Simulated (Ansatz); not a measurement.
Ansatz (a program for electronic structure) input (CCSD(T)/def2-SVPD):

Ansatz 0.2 input:
```yaml
crystal:
  periodic: [false, false, false]
  atoms:
    - {symbol: Sr, position_ang: [-0.08053828, -0.54825205, -0.21537451]}
    - {symbol: Cl, position_ang: [1.80220743, 1.00554733, -1.39944353]}
    - {symbol: Cl, position_ang: [-1.62218068, 0.21995724, 1.88086892]}
basis:
  gaussian:
    orbitals: def2-SVPD
total_charge: -1
magnetization: {spin_polarized: true, initial_magnetization: 1}
correlation: {method: ccsd_t, electrons: outside_noble_gas}
output: {forces: true}
```

End of the output:

```
cycle   6  -9.22296085 eV  change   -1.3e-5 eV  update   3.1e-4
cycle   7  -9.22297393 eV  change   -1.3e-5 eV  update   1.2e-4
cycle   8  -9.22298020 eV  change   -6.3e-6 eV  update   4.3e-5
cycle   9  -9.22298515 eV  change   -5.0e-6 eV  update   1.6e-5
cycle  10  -9.22298692 eV  change   -1.8e-6 eV  update   5.5e-6
cycle  11  -9.22298676 eV  change    1.6e-7 eV  update   2.1e-6
cycle  12  -9.22298650 eV  change    2.6e-7 eV  update   7.5e-7
cycle  13  -9.22298643 eV  change    6.6e-8 eV  update   2.8e-7
perturbative correction -0.22252061 eV, -0.0081774818 hartree
the calculation of the forces begins
Total energy: -25841.40795797 eV, -949.6542265198 hartree
Atom 0 at    -0.080538    -0.548252    -0.215375 Å, force    -0.063739    -0.433891    -0.170449 eV/Å
Atom 1 at     1.802207     1.005547    -1.399444 Å, force     0.328923     0.285092    -0.199331 eV/Å
Atom 2 at    -1.622181     0.219957     1.880869 Å, force    -0.265184     0.148798     0.369780 eV/Å
Dipole moment:     0.025197     0.171523     0.067381 e Å
```
